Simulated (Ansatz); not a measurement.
Cost and result for the atomization energy of C2H7ClFNSi2 (`C=C[SiH](F)N[SiH2]Cl`) (14 atoms, 13 bonds).

```xyz
14

C     0.415   -2.303    0.300
C     0.138   -1.356   -0.594
Si    1.143    0.187   -0.682
F     1.625    0.455   -2.184
N     0.194    1.527   -0.171
Si   -1.382    1.521    0.496
Cl   -1.409    1.023    2.497
H     1.243   -2.204    0.998
H    -0.168   -3.216    0.379
H    -0.699   -1.509   -1.272
H     2.380    0.062    0.123
H     0.682    2.411   -0.097
H    -1.945    2.886    0.399
H    -2.216    0.516   -0.193
```

The species carries charge 0 and has multiplicity 1. All single points use the PBE0-D4/def2-TZVP geometry. It is one conformer, not always the lowest. Program: Ansatz. All runs use 2 threads of an AMD EPYC 7R13 on a shared host and a share of an NVIDIA H100 80 GB. Times are those of one run each, without the atoms' runs, and a repeat can differ threefold. Electronic energies, without spin–orbit coupling; frozen cores. CCSD(T)/CBS adds CCSD(T) − MP2 in def2-TZVPP to the MP2 limit, and its time is that of the two runs behind it. T1 = 0.011. B3LYP takes the VWN-RPA correlation (the form of Gaussian; ORCA's B3LYP/G).

CCSD(T)/CBS is a level of theory with its own doubt, some kJ/mol a heavy atom from the limit and from the frozen cores, so smaller differences don't rank the functionals.

```csv
level,functions,wall time,atomization (kJ/mol),difference from CCSD(T)/CBS,per bond
PBE-D4/def2-TZVPP (with forces),348,2.7 s,5395.2,49.6,3.8
r2SCAN-D4/def2-TZVPP (with forces),348,2.9 s,5335.6,-10.0,-0.8
B2PLYP/def2-TZVPP,348,3 s,5271.2,-74.4,-5.7
ωB97X-V/def2-TZVPP,348,3.4 s,5358.4,12.8,1.0
PBE0-D4/def2-TZVPP,348,3.6 s,5319.0,-26.6,-2.0
ωB97M-V/def2-TZVPP (with forces),348,3.7 s,5357.6,12.0,0.9
B3LYP-D4/def2-TZVPP (with forces),348,3.8 s,5326.9,-18.7,-1.4
MP2/def2-QZVPP,648,4.5 s,5382.6,37.0,2.9
CCSD(T)/def2-TZVPP,348,14 s,5189.2,-156.4,-12.0
CCSD(T)/CBS(def2),–,19 s,5345.6,0.0,0.0
```

From PBE to PBE0 (25 % exact exchange), in def2-TZVPP and without D4, the atomization energy moves by −70.7 kJ/mol: exact exchange takes away binding that semilocal exchange gives to molecules. In def2-TZVPP, CCSD(T) changes the Hartree–Fock value by +1239.9 kJ/mol (the triples alone add +77.8 kJ/mol) and MP2 by +1339.3 kJ/mol; breaking electron pairs costs correlation energy, which Hartree–Fock lacks. The D4 term adds +64.3 kJ/mol with B3LYP and +34.6 kJ/mol with PBE0; it sums over pairs of atoms, weighted by their polarisabilities, and B3LYP, whose exchange is more repulsive, gets the larger term.
